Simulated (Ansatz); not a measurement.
```yaml
crystal:
  periodic: [false, false, false]
  atoms:
    - {symbol: Ti, position_ang: [-1.104401, 0.397969, -0.212466]}
    - {symbol: Ti, position_ang: [1.104385, -0.398031, 0.212442]}
    - {symbol: Te, position_ang: [0.893163, 1.923437, -1.039791]}
    - {symbol: Te, position_ang: [-0.442754, 0.009775, 2.320014]}
    - {symbol: Te, position_ang: [-0.450393, -1.933150, -1.280200]}
basis:
  gaussian: {orbitals: def2-TZVP, final_grid: {core_spheres: 8, valence_spheres: 7, degree: 23}}
hamiltonian: {xc: {name: HF}, pseudopotentials: {relativity: none}}
scf: {lower_state_search: light}
output: {forces: true}
```

```sh
$ ansatz run in.yaml --threads 4 --pin off --events-out ev --progress --plain --max-ram 4787MiB
```

Output, abridged:

```
Functional definition: HF
2244 factors; integrals over basis functions are off by at most 4.7e-4 eV
mean field evaluation 1: about -67966.7212 eV, gradient 3.4e1 eV
mean field evaluation 2: about -67967.3603 eV, gradient 3.4e1 eV
mean field evaluation 4: about -67971.2198 eV, gradient 8.1e0 eV
mean field evaluation 8: about -67971.5071 eV, gradient 1.2e0 eV
mean field evaluation 16: about -67971.5371 eV, gradient 2.4e-5 eV
mean field evaluation 32: about -67971.4414 eV, gradient 7.9e-1 eV
mean field evaluation 64: about -67971.4038 eV, gradient 9.5e-1 eV
mean field evaluation 96: about -67971.2696 eV, gradient 1.6e0 eV
mean field evaluation 128: about -67971.2239 eV, gradient 1.7e0 eV
mean field evaluation 160: about -67971.1284 eV, gradient 3.0e0 eV
mean field evaluation 192: about -67969.6142 eV, gradient 1.4e1 eV
mean field evaluation 224: about -67971.5041 eV, gradient 6.6e-1 eV
mean field evaluation 256: about -67967.9344 eV, gradient 7.0e0 eV
mean field evaluation 288: about -67970.7381 eV, gradient 4.3e0 eV
mean field evaluation 320: about -67943.8534 eV, gradient 6.1e1 eV
mean field evaluation 352: about -67957.2968 eV, gradient 1.5e1 eV
mean field -67971.53712993 eV, -2497.9079167624 hartree, gradient 2.4e-5 eV, S^2 0.000000; 3 other end points of the search recorded, 0 dependent functions left out
reference -67971.53712993 eV, -2497.9079167624 hartree; 58, 58 occupied and 182, 182 virtual orbitals, 2244 factors
Total energy: -67971.53712993 eV, -2497.9079167624 hartree
Atom 0 at    -1.104401     0.397969    -0.212466 Å, force    -0.263337     0.094888    -0.050550 eV/Å
Atom 1 at     1.104385    -0.398031     0.212442 Å, force     0.263389    -0.094817     0.050599 eV/Å
Atom 2 at     0.893163     1.923437    -1.039791 Å, force     0.130344     0.280506    -0.151831 eV/Å
Atom 3 at    -0.442754     0.009775     2.320014 Å, force    -0.064715     0.001240     0.338357 eV/Å
Atom 4 at    -0.450393    -1.933150    -1.280200 Å, force    -0.065681    -0.281817    -0.186575 eV/Å
Dipole moment:    -0.000009    -0.000036    -0.000015 e Å
```

Run time 34 s (4 threads of Intel Xeon 6975P-C on a shared host), peak host memory 1.2 GiB.

In the def2 sets Te takes a core potential; there is no spin–orbit coupling. The restricted singlet is unstable towards broken spin symmetry in Hartree–Fock (as tested in another run); at RHF/def2-TZVP this wasn't settled.
